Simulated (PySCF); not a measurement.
# Reading the logs of faulty runs: BH2O2Si

These are calculations, not measurements. They come from PySCF 2.14.0, an open-source quantum chemistry program, on an isolated molecule that a program drew, which may never have been made. The molecule is BH2O2Si (charge 0, doublet), drawn as the SMILES string `[BH][Si](=O)O`.

Each row is a Hartree-Fock (HF) and frozen-core CCSD(T) single point in the cc-pV(D+d)Z basis, meant for a local HF minimum. Run 1 is clean. Each other run has one planted mistake out of seven kinds, and not every kind appears here: one electron removed, one electron added, multiplicity raised by two, geometry at a saddle point, minimal basis STO-3G, one bond length entered in bohr, all coordinates scaled. The reference is restricted for singlets and unrestricted otherwise, and also for a bond in bohr. Adding or removing an electron swaps singlet and doublet. Electrons count all cores. HOMO and LUMO are orbital energies over both spins, the gradient is its largest component, and the lowest frequency (negative if imaginary) is given only where the gradient is small. Bond lengths are over the 5 bonds as drawn. T1 is the CCSD diagnostic: over 0.02 (restricted) or 0.045 (unrestricted) a single reference is doubtful.

Geometry of the clean run:
```xyz
6
BH2O2Si, angstrom
B    -0.7391    0.9448   -0.1951
Si    1.1814    1.3523   -0.0952
O     1.7064    2.7495   -0.0497
O     2.0954    0.0218   -0.1607
H    -1.7459    0.7669    0.4056
H     1.7289   -0.8473   -0.2247
```

| run | electrons | basis functions | <S^2> | HOMO (eV) | LUMO (eV) | gradient (hartree/bohr) | lowest frequency (cm^-1) | mean bond (Å) | longest bond (Å) | T1 | HF (hartree) | CCSD(T) (hartree) | mistake |
|---|---|---|---|---|---|---|---|---|---|---|---|---|---|
| 1 | 37 | 75 | 0.761 | -9.83 | 0.25 | 4.1e-05 | 202 | 1.4411 | 1.966 | 0.0224 | -464.48391 | -465.03825 | no fault |
| 2 | 37 | 75 | 0.756 | -10.08 | -0.22 | 2.6e-05 | -554 | 1.4542 | 2.015 | 0.0209 | -464.48119 | -465.03451 | geometry at a saddle point |
| 3 | 37 | 75 | 3.787 | -7.46 | -0.80 | 1.7e-01 | - | 1.4411 | 1.966 | 0.0572 | -464.39404 | -464.91742 | multiplicity raised by two |
| 4 | 36 | 75 | 0.000 | -17.52 | -7.85 | 8.6e-02 | - | 1.4411 | 1.966 | 0.0356 | -464.15960 | -464.71986 | ? |
| 5 | 37 | 75 | 0.761 | -9.82 | 0.29 | 2.8e-02 | - | 1.4210 | 1.938 | 0.0218 | -464.48237 | -465.03341 | ? |

**Which mistake was planted in run 4, and what did it cost?**

It counts 36 electrons, one fewer than the clean run, at the same geometry and basis. So the mistake is: one electron removed. Subtracting run 1 and multiplying by 627.51 kcal/mol a hartree, the energy moved by 203.5 kcal/mol in HF and 199.8 kcal/mol in CCSD(T).

**Which mistake was planted in run 5, and what did it cost?**

The mean and the longest bond both change by the same factor, 0.986, and the gradient is no longer small. So the mistake is: all coordinates scaled. Subtracting run 1 and multiplying by 627.51 kcal/mol a hartree, the energy moved by 1.0 kcal/mol in HF and 3.0 kcal/mol in CCSD(T).

Cautions from the logs. Run 3: T1 is over the limit, so its CCSD(T) energy is less reliable; run 4: T1 is over the limit, so its CCSD(T) energy is less reliable.
